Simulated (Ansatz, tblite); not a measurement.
Forces on the cluster Ge₂O⁺ at its PBE0-D4/def2-TZVP geometry. The state is a doublet with charge 1.

The xTB rows come from tblite. Another isomer (doublet) lies 0.05 eV lower at PBE0-D4/def2-TZVP; other spin states weren't run for this one.

GFN1-xTB (tblite), largest force 0.61 eV/Å:

```xyz
3
positions Å, forces eV/Å
Ge    1.244    0.664   -0.232   -0.424   -0.051    0.441
Ge   -1.104   -0.269    0.867    0.521    0.324   -0.002
O    -0.141   -0.395   -0.635   -0.097   -0.273   -0.439
```

GFN2-xTB (tblite), largest force 0.28 eV/Å:

```
Ge -0.077 -0.092 -0.091
Ge 0.026 -0.051 -0.140
O 0.051 0.144 0.231
```

PBE-D4/def2-TZVP (Ansatz), largest force 0.84 eV/Å:

```
Ge 0.602 0.426 0.104
Ge -0.448 0.009 0.595
O -0.155 -0.434 -0.699
```
